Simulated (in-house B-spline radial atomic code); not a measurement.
Atomic self-consistent-field run: the thallium ion Tl⁷⁺. Method: Dirac-Kohn-Sham LDA exchange-only, spherical fractional occupations, Fermi nucleus of rms radius 5.4759 fm. Calculated with an all-electron radial atomic-structure program (B-spline basis).

Command:
```bash
python run_scf.py task.json out
```
Settings (nuclear radius in fm, mass in u):
```
Z                81
configuration    [Xe] 4f14 5d6
hamiltonian      dirac
method           lda,
spin_polarised   False
nucleus          fermi
rms_radius       5.4759
atomic_mass      204.97443
speed_of_light   137.035999084
```

Output (hartree, bohr):
```
 radial grid: 66 intervals, B-splines of order 8, outer radius 18.8312 bohr

 iter        energy (Eh)    residual
    1      -20244.595218    7.99e-01
    2      -20248.938711    3.18e-01
    3      -20251.032029    6.80e-02
    4      -20251.102648    2.33e-02
    5      -20251.110893    8.66e-03
    6      -20251.111997    5.63e-04
    7      -20251.111999    4.50e-04
    8      -20251.112002    1.02e-05
    9      -20251.112002    5.42e-07

 total energy                    -20251.11200
 kinetic                           23447.8505
 electron-nucleus                 -50896.0008
 Hartree                            7555.8606
 exchange-correlation               -358.8222

 first-order corrections (not in the total)
   Gaunt                            26.5046
   retardation                      -2.8136
   frequency dependence             -0.5223
   self-energy                      19.9488
   Uehling                          -4.1691
   Wichmann-Kroll                    0.1887
   recoil                            0.0324

 orbital      occ     eigenvalue          <r>       <r^2>       <1/r>       r_max    small
 1s1/2      2.000     -3140.8823    0.0163337 0.000369534     99.2764     0.01004  9.50e-02
 2s1/2      2.000      -561.9779    0.0681181   0.0055563      24.505     0.05841  2.19e-02
 2p1/2      2.000      -539.9783    0.0559081  0.00391393     24.4801      0.0428  2.20e-02
 2p3/2      4.000      -464.1579    0.0646992  0.00509741     19.6835      0.0504  1.94e-02
 3s1/2      2.000      -136.9797     0.177157   0.0360414     8.98926      0.1643  7.34e-03
 3p1/2      2.000      -126.9850     0.167471   0.0327566     8.90902      0.1531  7.30e-03
 3p3/2      4.000      -110.1314      0.18356   0.0391249      7.6544      0.1685  6.54e-03
 3d3/2      4.000       -93.4969     0.159536   0.0298795      7.5568      0.1309  6.44e-03
 3d5/2      6.000       -89.8937      0.16442   0.0316071     7.27518      0.1351  6.24e-03
 4s1/2      2.000       -33.4541     0.391747    0.173429      3.8176      0.3696  2.52e-03
 4p1/2      2.000       -29.1393     0.393125    0.176062     3.71087      0.3671  2.43e-03
 4p3/2      4.000       -25.0299     0.427665    0.207943     3.27348      0.3987  2.13e-03
 4d3/2      4.000       -17.9517      0.43326    0.216972     3.07679      0.3902  1.94e-03
 4d5/2      6.000       -17.1843     0.444395     0.22804     2.97751      0.3998  1.86e-03
 5s1/2      2.000        -8.4626     0.865224    0.837498     1.59759      0.8046  6.87e-04
 5p1/2      2.000        -6.9775     0.919335    0.949806     1.48429      0.8426  6.08e-04
 5p3/2      4.000        -6.1796      1.00084     1.12457      1.3328      0.9167  5.25e-04
 4f5/2      6.000        -8.0311     0.462685    0.256736     2.63123      0.3549  1.50e-03
 4f7/2      8.000        -7.8610     0.469035    0.263766     2.59342      0.3594  1.47e-03
 5d3/2      2.400        -4.0410      1.18509     1.59246      1.1013       1.047  3.73e-04
 5d5/2      3.600        -3.9320      1.21412     1.67036     1.07063       1.074  3.57e-04
```

Run time, properties included: 2.2 s on 1 thread of Arm Neoverse V1, on a shared host.

For the Dirac Hamiltonian the kinetic term is c α·p + (β - 1)c².
